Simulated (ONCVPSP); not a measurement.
# Ranking ONCV potentials for Be (Z = 4)

All share these settings but for the change named:

| Item | Value |
| --- | --- |
| Element | Be |
| Generator | ONCVPSP 4.0.1 |
| Type | optimised norm-conserving Vanderbilt (ONCV) |
| Functional | PBE |
| Relativity | scalar-relativistic |
| Frozen core | none |
| Valence charge | 4 |
| Reference configuration | 1s2 2s2 |
| Partial waves | 1s+2s: rc 0.75 bohr, ncon 3, nbas 6, qcut 16.2 1/bohr, 2 projectors; p scattering state at 0.1 Ha: rc 0.70 bohr, ncon 5, nbas 10, qcut 13 1/bohr, 2 projectors, debl 4 Ha; d scattering state at 0.4 Ha: rc 0.65 bohr, ncon 4, nbas 9, qcut 14.3 1/bohr, local |
| Local potential | the d channel |
| Core correction | none |

Test errors are all-electron minus pseudo excitation energies from the reference, over 1s2 2s1; 1s2 2s0; 1s2 2s1.5; 1s2 2s1 2p1. None of these files shows a bound ghost.

The base gives 3.5 meV.

Of 5 variants that were run, those that failed, showed a ghost or another fault, or gave nearly equal values are left out.

A variant can come out equal or close to the base, since the largest error may sit in a test that the change hardly touches while other tests move.

(1) Rank these variants by their largest absolute test error, smallest first.
A. all radii scaled by about 1.32 (s 1.00, p 0.92, d 0.86 bohr)
B. all radii scaled by about 0.80 (s 0.60, p 0.56, d 0.52 bohr)
C. all radii scaled by about 0.87 (s 0.66, p 0.60, d 0.56 bohr)

Results:

(1) B (2.7 meV), C (3.0 meV), A (3.8 meV).
